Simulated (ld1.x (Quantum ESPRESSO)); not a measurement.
Os: excitation energies, all-electron against RRKJ

osmium, norm-conserving RRKJ (Kleinman–Bylander form), made with ld1.x (Quantum ESPRESSO) 7.5 (PBE, fully relativistic). Core [Kr] 4d10 4f14 5s2, reference 5p6 5d6 6s2 6p0. Waves: 5p (bound): rc 1.60 bohr; 5d (bound): rc 1.80 bohr; 6s (bound): rc 2.20 bohr. Local part: the s channel. Core correction: Bessel-smoothed model core, default radius (core density twice the valence density). rho0 = 0.02.

Open shells are filled in proportion to 2j + 1 (rel_dist='average').

Energies are relative to the spin-unpolarised reference configuration 5p6 5d6 6s2 6p0; without spin polarisation the order of configurations can differ from experiment.

```tsv
valence configuration	charge	ΔE all-electron (eV)	error AE − PS (meV)
5p6 5d6 6s1 6p0	+1	9.585	-7.3
5p6 5d6 6s0 6p0	+2	26.503	-40
5p6 5d5 6s0 6p0	+3	55.342	-67
5p6 5d5 6s2 6p1	0	6.049	-749
5p6 5d6 6s1.5 6p0	+0.5	3.918	-1.6
5p6 5d6.5 6s1.5 6p0	0	0.050	-11
```

What are ΔE and the potential's error for 5p6 5d6 6s1 6p1?

ΔE = 5.008 eV all-electron; the error (AE − PS) is -580 meV.

Levels in the configuration 5p6 5d6.5 6s1.5 6p0:

```tsv
level	all-electron (eV)	pseudo (eV)
5p j=1/2	-58.523	-58.413
5p j=3/2	-46.342	-46.253
5d j=3/2	-6.078	-6.048
5d j=5/2	-5.069	-5.044
6s j=1/2	-5.787	-5.803
```

These tests converged, but a pseudo level misses the all-electron one widely, so the file describes the atom poorly there or has found another state: 5p6 5d5 6s0 6p0: empty 6p by 2.6 eV.
